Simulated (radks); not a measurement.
Results of a calculation; reference values are marked as such.
Question: Species: the rhenium ion Re60+. Configuration: [Ne] 3s2 3p3. Level of theory: scalar-relativistic Kohn-Sham, r2SCAN, spin-polarised, spherical densities, finite nucleus; open shells are filled with parallel spins first (spin-orbit coupling, left out, can overturn this in heavy ions); meta-GGA in the generalised Kohn-Sham scheme; Fermi nuclear charge, rms radius 5.3698 fm (a radial shooting solver on a logarithmic mesh with Libxc functionals). Some entries of the table are withheld. Estimate them.

| orbital | occ. | eigenvalue (eV) | <r> (bohr) |
|---|---|---|---|
| 1s up | 1 | -76540.55 | 0.01803 |
| 1s down | 1 | -76522.63 | 0.01803 |
| 2s up | 1 | -17068.07 | 0.07534 |
| 2s down | 1 | -17060.93 | 0.07531 |
| 2p up | 3 | (1) | 0.06738 |
| 2p down | 3 | (2) | 0.06738 |
| 3s up | 1 | -6846.268 | 0.1823 |
| 3s down | 1 | -6796.091 | 0.1827 |
| 3p up | 3 | -6382.191 | 0.1794 |
| 3p down | 0 | -6332.317 | 0.1797 |

Answer: 
(1) 2p up eigenvalue (eV): -15516.99
(2) 2p down eigenvalue (eV): -15502.26
